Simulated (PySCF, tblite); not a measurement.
A set of runs on `[NH2][Ge]1([PH2])[CH2]C=C[CH2]1`; the geometry of each is named by its level. Settings lines and outputs come from a driver script.

C4H10GeNP.
Bonds: N1–Ge2, Ge2–P3, Ge2–C4, C4–C5, C5–C6 (double), C6–C7, Ge2–C7. Hydrogens: H8, H9 on N1; H10, H11 on P3; H12, H13 on C4; H14 on C5; H15 on C6; H16, H17 on C7.

Step 1: GFN2-xTB geometry optimisation, gas phase (tblite 0.8.0) (from a force-field or distance-geometry start)
```json
{"job": {"kind": "relax", "xc": "GFN2-xTB", "basis": "xTB"}, "charge": 0, "multiplicity": 1}
```
```
step      E/eV     max force
  0    -570.10400    5.577
  1    -570.34689    4.421
  2    -570.62978    1.688
...
125    -571.32496    0.011
126    -571.32498    0.014
127    -571.32501    0.013
128    -571.32504    0.011
129    -571.32506    0.009
```

Energy lowered by 28.2 kcal/mol over 129 steps; largest atomic force 0.009 eV/Å at the end. «max force» is the largest atomic force in eV/Å.

Time: 1.6 s. Hardware: an Arm Neoverse N1 with one thread, no GPU, shared host with 64 logical CPUs at a one-minute load of 56.

Step 2: GFN2-xTB harmonic vibrations, gas phase (tblite 0.8.0) (on the GFN2-xTB geometry)
```json
{"job": {"kind": "ir", "xc": "GFN2-xTB", "basis": "xTB"}, "charge": 0, "multiplicity": 1}
```
```
(table of modes left out)
```

45 modes from 29 to 3460 cm⁻¹ (unscaled, harmonic); zero-point energy 79.5 kcal/mol; all wavenumbers are real at this level.

On one thread of an Arm Neoverse N1, shared host with 64 logical CPUs at a one-minute load of 56, this took 1.1 s.

Step 3: TDDFT wB97X-D/def2-SVPD, vertical, gas phase, core orbitals frozen in the response (PySCF 2.14.0, density-fitted response routines) (on the GFN2-xTB geometry)
```json
{"job": {"kind": "uv", "xc": "wB97X-D", "basis": "def2-SVPD", "nstates": 8, "ntriplets": 3}, "charge": 0, "multiplicity": 1}
```
```
...
Static polarisability (au): isotropic 109.270, principal 95.750 104.704 127.355
Singlet excitations
state   eV       nm        f      main configurations
  1   6.2473    198.5   0.02989   H->L 0.76
  2   6.5368    189.7   0.01831   H-2->L+2 0.39, H->L+2 0.18, H-2->L 0.15
  3   6.6714    185.8   0.08222   H->L+1 0.82
  4   6.7661    183.2   0.00183   H->L+3 0.65, H->L+2 0.14, H-3->L+3 0.08
  5   6.8710    180.4   0.01369   H-1->L 0.40, H-1->L+4 0.19
  6   6.9643    178.0   0.03878   H-2->L 0.35, H-1->L+4 0.21, H->L+2 0.09
  7   7.0791    175.1   0.18986   H-2->L+1 0.40, H-1->L+1 0.34
  8   7.1507    173.4   0.12352   H->L+2 0.28, H-2->L+2 0.12, H-1->L+2 0.12
Triplet excitations (Tamm-Dancoff, eV): 4.5980 5.6401 5.9133
```

HOMO -8.71 eV, LUMO 1.82 eV; lowest singlet 6.25 eV; lowest triplet 4.60 eV (Tamm–Dancoff); mean polarisability 109.3 au.

Time: 77 s; peak memory 1.0 GiB. Hardware: one thread of an Arm Neoverse V2, on a shared host.

Geometry of the electronic-property runs (GFN2-xTB):
```
atom  x, y, z in Å
N1    -0.2908    2.0369   -1.2416
Ge2    0.4391    0.5832   -0.3901
P3     2.7465    0.7930   -0.6341
C4    -0.4158   -1.0625   -1.1441
C5    -1.1257   -1.6637    0.0262
C6    -1.0866   -1.0905    1.2186
C7    -0.3300    0.1776    1.4458
H8    -1.2864    2.1588   -1.1257
H9     0.1581    2.9286   -1.0932
H10    2.8941    1.3427    0.6331
H11    2.9526   -0.4911   -0.1492
H12   -1.1200   -0.8238   -1.9417
H13    0.2990   -1.7743   -1.5591
H14   -1.6742   -2.5823   -0.1359
H15   -1.6008   -1.5219    2.0676
H16    0.4313    0.0359    2.2138
H17   -0.9972    0.9655    1.7994
```

 (This holds for the electronic-property runs.)

One conformer stands for the species.

Note: wB97X-D ran without an empirical dispersion term, which enters the total energy and its gradient alone.
